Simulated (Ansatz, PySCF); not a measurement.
OV, SMILES [O]=[V] (connectivity only; charge and spin as stated), neutral, multiplicity 4. Atoms are numbered in the order given.

```xyz
2

V      0.0000     0.0000    -0.4214
O      0.0000     0.0000     1.1587
```
Charge 0, spin multiplicity 4.

Coordinates come from a B3LYP-D3(BJ)/def2-TZVPD optimisation. The spin state was assumed, not searched.

Two levels are set side by side: PBE-D3(BJ)/def2-TZVPD (Ansatz, an electronic-structure program) and B3LYP-D3(BJ)/def2-TZVPD (Ansatz). Each level has its own optimised geometry; the coordinates shown are those of the second. Frequencies come from the Hessian of PySCF at each geometry. Differences are taken from unrounded values.

| quantity | B3LYP-D3(BJ) | PBE-D3(BJ) | PBE-D3(BJ) minus B3LYP-D3(BJ) |
|---|---|---|---|
| bond V1–O2 (Å) | 1.580 | 1.585 | 0.005 |
| highest harmonic wavenumber (cm⁻¹) | 1045 | 1024 | -21 |
| mean harmonic wavenumber (cm⁻¹) | 1045 | 1024 | -21 |
| zero-point energy (kcal/mol) | 1.49 | 1.46 | -0.03 |

Here PBE gives about what the other level gives.
